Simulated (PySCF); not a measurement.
## CaS: frontier orbitals

PBE0 at R = 2.302 Å; basis Ca def2-TZVPP, S def2-TZVPP; no relativity; PySCF 2.14. State: ³Π (triplet), unpaired electrons σ ↑, π ↑, a second solution, started from another occupation. Only the outer orbitals are listed, counted within each symmetry.

| spin | orbital | occ. | ε (eV) | on Ca (%) | main shells (%) |
| --- | --- | --- | --- | --- | --- |
| α | 8σ | 1 | -29.78 | 97 | 97 Ca p |
| α | 3π | 1 | -29.73 | 100 | 100 Ca p |
| α | 3π | 1 | -29.66 | 100 | 100 Ca p |
| α | 9σ | 1 | -18.43 | 3 | 97 S s |
| α | 4π | 1 | -8.50 | 6 | 93 S p |
| α | 10σ | 1 | -7.63 | 11 | 88 S p |
| α | 4π | 1 | -7.24 | 9 | 90 S p |
| α | 11σ | 1 | -4.13 | 99 | 80 Ca s, 13 Ca p |
| α | 5π | 0 | -1.20 | 100 | 82 Ca p, 18 Ca d |
| α | 5π | 0 | -1.10 | 100 | 80 Ca p, 20 Ca d |
| α | 12σ | 0 | -0.88 | 95 | 49 Ca p, 45 Ca d |
| β | 3π | 1 | -29.60 | 100 | 100 Ca p |
| β | 3π | 1 | -29.57 | 100 | 100 Ca p |
| β | 8σ | 1 | -29.57 | 98 | 98 Ca p |
| β | 9σ | 1 | -17.05 | 4 | 96 S s |
| β | 10σ | 1 | -7.18 | 11 | 88 S p |
| β | 4π | 1 | -6.89 | 9 | 90 S p |
| β | 4π | 0 | -4.16 | 15 | 84 S p, 10 Ca d |
| β | 11σ | 0 | -1.97 | 100 | 86 Ca s |
| β | 5π | 0 | -0.20 | 100 | 78 Ca p, 22 Ca d |

Question: Which are the highest filled and the lowest empty level, where do they sit, and how wide is the gap?

Answer: Highest filled α 11σ at -4.13 eV (in %: 80 Ca s, 13 Ca p); lowest empty β 4π at -4.16 eV (in %: 84 S p, 10 Ca d); the gap at PBE0 is -0.03 eV.

```json
{"bond order (Mayer)": "0.88", "⟨S²⟩": "2.004", "charge on Ca (Mulliken, basis-dependent)": "0.53", "charge on Ca (Löwdin, basis-dependent)": "0.05", "dipole moment (positive dipole means Ca(−)S(+))": "-2.94 D"}
```
